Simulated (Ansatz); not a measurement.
Coupled-cluster diagnostics for Li₅H₅, Ansatz.

Geometry of the singlet (r2SCAN-D4/def2-TZVP):

```xyz
10

Li    1.773    0.404   -1.642
Li   -2.632    0.104    0.292
Li   -0.150   -0.745   -0.423
Li    2.007   -1.092    0.885
Li   -0.249    1.350    0.829
H     0.577   -0.284    1.324
H     0.377    1.066   -0.933
H     2.089   -1.116   -0.855
H    -1.967    1.483    1.059
H    -1.825   -1.169   -0.534
```

Correlated methods freeze no core orbitals; core or outer-core shells of Li are correlated, in sets that lack core-valence functions. Another isomer (singlet) lies 0.81 eV lower at PBE0-D4/def2-TZVP; other spin states weren't run for this one.

Question: Estimate the CCSD(T) correlation energy, the shares of MP2 and (T), T1 and the reference's ⟨S²⟩ for: charge 0, singlet, own geometry in def2-TZVPP; and the rough time on 4 threads of Arm Neoverse V2 on a shared host.

Answer: 
```
                          state       basis  correlation (eV)  MP2 share (%)  (T) share (%)     T1  ⟨S²⟩ (pure)  wall time
charge 0, singlet, own geometry  def2-TZVPP            -9.995           82.9            0.6  0.005  0.00 (0.00)       12 s
```
Customary marks for T1 are 0.02 (closed shells), 0.045 (open shells) and about 0.05 (3d metals). T1 stays under 0.02 throughout.
